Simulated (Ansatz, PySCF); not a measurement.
H2S2, charge -1, doublet, at the geometry of the source list (a state made from the parent by changing its charge; the spin is typed, not shown lowest) (a gas-phase anion, which may not be bound at this level). Base run: CASSCF(7,5)/6-31G in PySCF.

Here is a job for PySCF.
```python
from pyscf import gto, scf, mcscf
import numpy

mol = gto.Mole()
mol.atom = '''
    S    -0.897300    0.419300    0.507900
    S     0.891600    0.466900   -0.478800
    H    -1.532500   -0.445200   -0.294100
    H     1.538300   -0.441000    0.265100
'''
mol.basis = '6-31g'
mol.charge = -1
mol.spin = 1
mol.verbose = 4
mol.build()

mf = scf.ROHF(mol)
mf.kernel()
mc = mcscf.CASSCF(mf, 5, 7)
mc.fix_spin_(ss=0.75)
mc.kernel()
occ = numpy.linalg.eigvalsh(mc.fcisolver.make_rdm1(mc.ci, mc.ncas, mc.nelecas))[::-1]
ss = mc.fcisolver.spin_square(mc.ci, mc.ncas, mc.nelecas)[0]
print('natural occupations', occ.round(4), ' <S^2>', round(ss, 4))
```

Programs used: Ansatz (a program for electronic structure), PySCF; a row that names a program was run with it.

Variants of this job, named by their change:

| change | ΔE vs base (kcal/mol) | natural occupations | <S^2> of the state |
|---|---|---|---|
| base | 0.000 | 2.00 2.00 1.97 1.00 0.03 | 0.75 |
| code = ansatz | 0.004 | - | - |
| solver = newton | 0.000 | 2.00 2.00 1.97 1.00 0.03 | 0.75 |
| active space = 7 electrons, 6 orbitals | -11.13 | 2.00 1.97 1.97 1.00 0.03 0.03 | 0.75 |
| correction = SC-NEVPT2 | -59.59 | 2.00 2.00 1.97 1.00 0.03 | 0.75 |
| active space = 3 electrons, 4 orbitals | -0.329 | 1.97 1.00 0.03 0.00 | 0.75 |
| active space = 5 electrons, 4 orbitals | 0.436 | 2.00 1.97 1.00 0.03 | 0.75 |
| fix_spin_ = off | 0.000 | 2.00 2.00 1.97 1.00 0.03 | 0.75 |
| code = ansatz; correction = SC-NEVPT2, all electrons | -59.59 | - | - |
| active space = 7 electrons, 8 orbitals | -11.54 | 1.99 1.99 1.97 1.00 0.03 0.01 0.01 0.00 | 0.75 |
| orbitals = fixed (CASCI) | 12.15 | 2.00 2.00 2.00 1.00 0.00 | 0.75 |

Active orbitals are taken around the Fermi level unless the row says otherwise; CASSCF can end in different local minima, and two programs can end on different orbitals. State-averaged rows give the lowest state.

Open shells are given as the SCF converged; they aren't shown to be the lowest states, and a large step between rows can be another state.

A gas-phase anion may not be bound at this level; its values then depend on the basis.
